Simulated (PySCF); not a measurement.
Computed shifts of a molecule CH9GeNSi, PySCF with PBE/pcSseg-1, GIAO, gas phase, equivalent atoms averaged, in ppm (number of nuclei): ²⁹Si: -26.8 (1). ¹³C: -3.3 (1). ¹⁵N: 1.6 (1). ¹H: 5.47 (1), 5.38 (1), 5.15 (3), 0.69 (3), -0.55 (1). References: ²⁹Si against TMS (σ = 335.4 ppm); ¹³C against TMS (σ = 182.0 ppm); ¹⁵N against NH3 (σ = 267.0 ppm); ⁷³Ge against GeH4 (σ = 1614.4 ppm); ¹H against TMS (σ = 31.49 ppm), references at their B3LYP-D3(BJ)/def2-TZVP geometries, non-relativistic. The structure is a stationary point at PBE0-D3(BJ)/def2-SVP. The values are those of a single conformer.

Question: Which structure fits?
A. C[Si@@H](N)[GeH3]
B. N[C@H]([SiH3])[GeH3]
C. [CH3][GeH2][NH][SiH3]
D. C[SiH2][NH][GeH3]

Answer: D, C[SiH2][NH][GeH3]
